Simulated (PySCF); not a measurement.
# Fractional electron number in Ne⁺ (neon, charge +1)

The 2p beta orbital of [He] 2s2 2p5 is emptied in steps (occupation f), with all orbitals relaxed, ending at [He] 2s2 2p4. All numbers are calculated (PySCF 2.14, the spin-free X2C one-electron Hamiltonian (Gaussian nucleus), in aug-cc-pVTZ-DK (5s4p3d2f, 46 functions)). The exact energy is a straight line in f; departures are measured from the line between the end points of the same method.

Task: Among UHF, LDA, PBE, PBE0, r2SCAN, LC-wPBE, BHandHLYP, wB97X, r2SCAN0, TPSS, which shows the largest delocalisation error (convex curve), and which is closest to linear?

Result: Most convex: LDA (-2.571 eV at f = 0.5); closest to linear: UHF (0.652 eV).

```tsv
f	UHF (eV)	LDA (eV)	PBE (eV)	PBE0 (eV)	r2SCAN (eV)	LC-wPBE (eV)	BHandHLYP (eV)	wB97X (eV)	r2SCAN0 (eV)	TPSS (eV)
1	0.000	0.000	0.000	0.000	0.000	0.000	0.000	0.000	0.000	0.000
0.75	0.509	-1.919	-1.858	-1.270	-1.692	-0.827	-0.697	-0.807	-1.151	-1.758
0.5	0.652	-2.571	-2.475	-1.690	-2.227	-1.095	-0.937	-1.068	-1.513	-2.332
0.25	0.471	-1.933	-1.847	-1.260	-1.633	-0.808	-0.709	-0.785	-1.108	-1.733
0	0.000	0.000	0.000	0.000	0.000	0.000	0.000	0.000	0.000	0.000
```

```
   method  E(f=0) − E(f=1) (eV)  −ε at f=1 (eV)  −ε at f=0.5 (eV)
      UHF                39.247          42.083            39.145
      LDA                41.414          31.242            41.376
      PBE                41.130          31.244            41.155
     PBE0                40.990          34.220            41.017
   r2SCAN                41.118          32.024            41.270
  LC-wPBE                41.298          36.889            41.343
BHandHLYP                40.911          37.234            40.879
    wB97X                40.888          36.583            40.944
  r2SCAN0                40.973          34.780            41.085
     TPSS                40.927          31.540            40.991
```

Reference removal energy between the ground levels: 40.963 eV (measured; NIST Atomic Spectra Database, ionization energies). The calculation has no spin-orbit coupling. UHF lacks correlation.
